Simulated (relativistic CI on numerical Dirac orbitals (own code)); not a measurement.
## Pr26+: sensitivity of the levels to the model

Base calculation: Dirac-Coulomb-Breit CI, separate exchange-only KLI orbitals for each configuration, model QED, unscaled Slater integrals.

CI space (outside the closed core [Ar] 3d10): 4s²4p³, 4s4p⁴, 4s²4p²4d, 4p⁵, 4s4p³4d, 4s²4p²4f, 4s4p³4f, 4p⁴4d, 4s4p²4d², 4s²4p4d4f, 4p⁴4f, 4s²4p²5s, 4p³4d4f, 4p⁴5s, 4s²4p²5p, 4s4p²4f², 4s4p²4d5s, 4s4p³5s, 4s²4p4f5s, 4s²4p²5d, 4s4p³5p, 4s²4p²5f, 4s²4p²5g, 4s4p³5d, 4s²4p²6s, 4p³4f5s, 4s4p³5f, 4s²4p4d², 4s²4d³, 4s4p4d³, 4s²4d²4f, 4s4p4d²4f, 4s²4d²5s, 4p³4d², 4p²4d³, 4p²4d²4f, 4p²4d²5s, 4s²4p4f², 4s²4d4f², 4s4p4d4f², 4s²4f³, 4s4p4f³, 4s²4f²5s, 4p³4f², 4p²4d4f², 4p²4f³, 4p²4f²5s, 4s4p²4d4f, 4s4p4d4f5s, 4s²4p4d5s, 4s4p4d²5s, 4s²4d4f5s, 4s²4d5s², 4p³4d5s, 4p²4d4f5s, 4p²4d5s², 4s4p²4f5s, 4s4p4f²5s, 4s4p4f5s², 4s²4p5s², 4s4p4d5s², 4s²4f5s². Double excitations out of closed p, d and f shells are left out; levels of such configurations are missing from the list, as are those of other unlisted configurations, and high levels can miss mixing partners. These lack a partner that the ground configuration has and come out too high: 4s²4p²5p, 4s²4p²5d, 4s4p³5p, 4s²4p²5f, 4s²4p²5g.

Variants: (1) valence Slater integrals scaled by 0.9; (2) Breit term removed; (3) QED terms removed. Shifts of the energy above 4s²4p³ ²P°3/2, in cm⁻¹, for the lowest level and the first level of each name with at least 55 % of one term (blank where a level changes its place among those of its configuration and J or its character, or is not in the variant):

```
         Level     Base    Δ(1)   Δ(2)   Δ(3)
 4s²4p³ ²P°3/2        0       0      0      0
 4s²4p³ ²D°5/2   218757      +6  +2837   -329
 4s²4p³ ²P°1/2   258574   -3657  +2650   -315
   4s4p⁴ ⁴P5/2   675946   +9816   +297  +3236
   4s4p⁴ ²D5/2   931986   +6733  +3276  +2559
4s²4p²4d ²F5/2  1009336   +6198  +4716   +233
4s²4p²4d ⁴D1/2  1033207   +2786  +4172   +995
4s²4p²4d ²D3/2  1185159          +5667   +158
4s4p³4d ⁶D°1/2  1477957  +13937  +2091  +3876
4s4p³4d ⁶D°9/2  1516900  +13905  +3714  +3760
4s4p³4d ⁴D°1/2  1609727   +1429  +2185  +3826
4s4p³4d ⁴F°5/2  1659241  +11370  +4522  +3511
4s4p³4d ⁴F°7/2  1680441  +13524  +5272  +3421
```

At this charge energies of transitions that change n are usually good to better than 1 %, and those within a shell (Δn = 0) to a few per cent.

Ionisation energy from the two ground configurations alone: base 919.27 eV; Breit term removed 919.85 eV. The NIST ASD value (theoretical) is 920 eV.

LS names give the leading component of a level, which can be under half, so a name can repeat, a term be missing and a line seem to break the LS rules.
